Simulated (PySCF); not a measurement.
Ionisation energy of V²⁺ by level of theory

V²⁺ [Ar] 3d3 (4F) → V³⁺ [Ar] 3d2 (3F), as a difference of total energies. Calculation: PySCF 2.14, in ANO-RCC-VTZP (6s5p3d2f1g, 59 functions); scalar relativity by spin-free X2C-1e. Correlated levels: valence: [Ar] frozen; valence and next inner shell: [Ne] frozen. The calculations carry no spin-orbit coupling.

```json
{"method": "UHF", "ionisation energy (eV)": "28.260", "plus first-order spin-orbit estimate": "28.252", "error of that sum (eV)": "-1.059"}
{"method": "LDA", "ionisation energy (eV)": "30.053", "plus first-order spin-orbit estimate": "30.044", "error of that sum (eV)": "+0.733"}
{"method": "PBE", "ionisation energy (eV)": "29.833", "plus first-order spin-orbit estimate": "29.825", "error of that sum (eV)": "+0.514"}
{"method": "PBE0", "ionisation energy (eV)": "29.688", "plus first-order spin-orbit estimate": "29.680", "error of that sum (eV)": "+0.369"}
{"method": "r2SCAN", "ionisation energy (eV)": "29.826", "plus first-order spin-orbit estimate": "29.818", "error of that sum (eV)": "+0.507"}
{"method": "B2PLYP", "ionisation energy (eV)": "29.266", "plus first-order spin-orbit estimate": "29.258", "error of that sum (eV)": "-0.053"}
{"method": "M06-2X", "ionisation energy (eV)": "29.250", "plus first-order spin-orbit estimate": "29.242", "error of that sum (eV)": "-0.069"}
{"method": "BLYP", "ionisation energy (eV)": "29.684", "plus first-order spin-orbit estimate": "29.675", "error of that sum (eV)": "+0.364"}
{"method": "MP2 (valence)", "ionisation energy (eV)": "28.642", "plus first-order spin-orbit estimate": "28.633", "error of that sum (eV)": "-0.678"}
{"method": "SCS-MP2 (valence)", "ionisation energy (eV)": "28.387", "plus first-order spin-orbit estimate": "28.379", "error of that sum (eV)": "-0.932"}
{"method": "MP2 (valence and next inner shell)", "ionisation energy (eV)": "29.245", "plus first-order spin-orbit estimate": "29.236", "error of that sum (eV)": "-0.075"}
{"method": "SCS-MP2 (valence and next inner shell)", "ionisation energy (eV)": "28.969", "plus first-order spin-orbit estimate": "28.961", "error of that sum (eV)": "-0.350"}
```

Reference: 29.311 eV (measured; NIST Atomic Spectra Database, ionization energies).

A first-order spin-orbit estimate (lowest level to lowest level, LS coupling) adds -0.008 eV.

Errors of the correlated levels include the incompleteness of this basis and the frozen core.
